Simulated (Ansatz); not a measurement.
Consider the redistribution: `CO[Si](C)(F)[GeH3]` + `N[SiH2][SiH2][SiH3]` → `[SiH3][SiH2][SiH2][GeH3]` + `CO[Si](C)(N)F`.

Computed with Ansatz on PBE0-D4/def2-TZVP structures; ΔE is electronic, products minus reactants. CCSD(T)/CBS is the MP2 limit (def2-TZVPP, def2-QZVPP) plus CCSD(T) − MP2 in def2-TZVPP, frozen cores. Functionals use def2-TZVPP. For Ge outer-core shells are correlated without core-valence functions, which leaves a few kJ/mol of doubt a bond. Scalar relativity is left out up to krypton. Each species was taken in one conformer, which may not be the lowest.

| level | ΔE (eV) |
| --- | --- |
| r2SCAN-D4 | -0.55 |
| PBE0-D4 | -0.55 |
| ωB97M-V | -0.54 |
| MP2/def2-TZVPP | -0.56 |

(1) What does CCSD(T)/CBS give? (Best estimate.)

Largest T1 diagnostic among the species: 0.013.

Answers

(1) Computed: -0.55 eV. The listed levels differ from it by 0.00, 0.00, 0.01, -0.01 eV.

From PBE to PBE0 (25 % exact exchange), in def2-TZVPP and without D4, ΔE moves by −0.05 eV. The D4 term adds −0.03 eV with B3LYP and −0.02 eV with PBE0; it sums over pairs of atoms, weighted by their polarisabilities, and B3LYP, whose exchange is more repulsive, gets the larger term.

B3LYP here is the variant with VWN-RPA as its local correlation; programs differ in this.
